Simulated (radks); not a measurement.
Neutral samarium, configuration [Xe] 4f6 6s2 (the NIST ground configuration). All-electron calculation, Dirac Kohn-Sham, LDA (Slater exchange, Perdew-Wang correlation), spin-unpolarised, spherical densities, point nucleus; open shells fill j = l - 1/2 first. Program: a radial shooting solver on a logarithmic mesh with Libxc functionals.

Normalised radial functions P(r) = r R(r) (large component), r in bohr:

r	4d5/2	6s1/2
0.003787	0.0002	0.0317
0.005173	0.0006	0.0378
0.007068	0.0014	0.0431
0.009656	0.0034	0.0459
0.01309	0.0078	0.0438
0.01788	0.0179	0.0335
0.02442	0.0396	0.0122
0.0331	0.0824	-0.0189
0.04522	0.1644	-0.0536
0.06178	0.3022	-0.0733
0.08372	0.4911	-0.0552
0.1144	0.6919	0.0102
0.1563	0.7673	0.0876
0.2135	0.5322	0.0973
0.2893	-0.0704	-0.0033
0.3953	-0.8509	-0.1351
0.54	-1.3244	-0.1227
0.7318	-1.2197	0.0640
0.9998	-0.7402	0.2404
1.366	-0.2935	0.1854
1.851	-0.0744	-0.0891
2.529	-0.0100	-0.3997
3.455	-0.0006	-0.5447
4.72	0.0000	-0.4728
6.397	0.0000	-0.2798
8.739	0.0000	-0.1034
11.94	0.0000	-0.0218

4d5/2: eigenvalue -126.24 eV, 1 radial node at r = 0.281 bohr, <r> = 0.676 bohr, 90 % of the charge inside 1.02 bohr. 6s1/2: eigenvalue -3.716 eV, 5 radial nodes at r = 0.0278, 0.110, 0.287, 0.670, 1.70 bohr, <r> = 4.27 bohr, 90 % of the charge inside 6.31 bohr.
